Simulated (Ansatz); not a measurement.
Stepwise reaction of `[SiH3][SbH][SiH3]` with hydrogen, as a gas-phase model of exchange steps in deposition or etching. ΔE in kJ/mol; ΔG adds harmonic PBE0-D4 terms to CCSD(T)/CBS, at 1 bar.

Isolated molecules relaxed with PBE0-D4/def2-TZVP in Ansatz; ΔE leaves out vibrations. CCSD(T)/CBS is the MP2 limit (def2-TZVPP, def2-QZVPP) plus CCSD(T) − MP2 in def2-TZVPP, frozen cores. This one scheme is used for every species. Functionals use def2-TZVPP. B3LYP here is the variant with VWN-RPA as its local correlation; programs differ in this. def2 core potentials past Kr. For Sb outer-core shells are correlated without core-valence functions, which leaves a few kJ/mol of doubt a bond.

```json
{"step": "1", "reaction": "`[SiH3][SbH][SiH3]` + H₂ → `[SiH3][SbH2]` + SiH₄", "PBE-D4": "28.5", "B3LYP-D4": "17.7", "ωB97M-V": "16.1", "CCSD(T)/CBS": "23.4", "ΔG(600 K)": "23.2"}
{"step": "2", "reaction": "`[SiH3][SbH2]` + H₂ → `[SbH3]` + SiH₄", "PBE-D4": "22.2", "B3LYP-D4": "11.6", "ωB97M-V": "9.5", "CCSD(T)/CBS": "17.1", "ΔG(600 K)": "21.5"}
```

(1) By hand: ΔE of the 2 steps together at CCSD(T)/CBS.

Answers

(1) (23.4) + (17.1) = 40.5 kJ/mol, or 20.2 kJ/mol a step.

In ΔE each step is lower than the one before. All are uphill at CCSD(T)/CBS. ΔG lies between 21.5 and 23.2 kJ/mol a step. PBE-D4 differs from CCSD(T)/CBS by 5.1 to 5.1 kJ/mol a step. Isolated molecules leave out the surface, adducts and barriers. Largest T1 diagnostic: 0.014.
